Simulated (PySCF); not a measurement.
Species: C6H15O4P.
Bonds: C1–C2, C2–O3, O3–P4, P4–O5 (double), P4–O6, O6–C7, C7–C8, P4–O9, O9–C10, C10–C11. Hydrogens: H12, H13, H14 on C1; H15, H16 on C2; H17, H18 on C7; H19, H20, H21 on C8; H22, H23 on C10; H24, H25, H26 on C11.

The closed-shell ground state was solved at several levels (PySCF, density fitting, gas phase, non-relativistic). One conformer (not necessarily the lowest) at the PBE0-D3(BJ)/def2-SVP geometry, without solvent, vibrations or thermal averaging.

| level | basis functions | total energy (Eh) | HOMO (eV) | LUMO (eV) | gap (eV) | dipole (D) |
| --- | --- | --- | --- | --- | --- | --- |
| PBE0/pcSseg-1 | 269 | -879.1994 | -8.22 | 1.36 | 9.58 | 0.83 |
| CAM-B3LYP/def2-SVPD | 356 | -879.3160 | -9.81 | 1.22 | 11.03 | 1.03 |

(1) Estimate the row for CAM-B3LYP/pcSseg-1, a basis of 269 functions; the other rows only guide the guess.

(2) Over all these levels, which gives the widest orbital gap and which the narrowest?

(3) How far do the dipole and the HOMO energy spread over the levels?

## Answers

(1) Total energy -879.7227 Eh, HOMO -9.66 eV, LUMO 2.22 eV, gap 11.88 eV, dipole 0.82 D.

(2) CAM-B3LYP/pcSseg-1 (range-separated hybrid) has the widest, 11.88 eV, and PBE0/pcSseg-1 (global hybrid, 25 % exact exchange) the narrowest, 9.58 eV. The two share the basis. From the narrowest to the widest the HOMO moves by -1.44 eV and the LUMO by +0.86 eV.

(3) The dipole runs from 0.82 to 1.03 D (mean 0.90 D) and the HOMO from -9.81 to -8.22 eV.
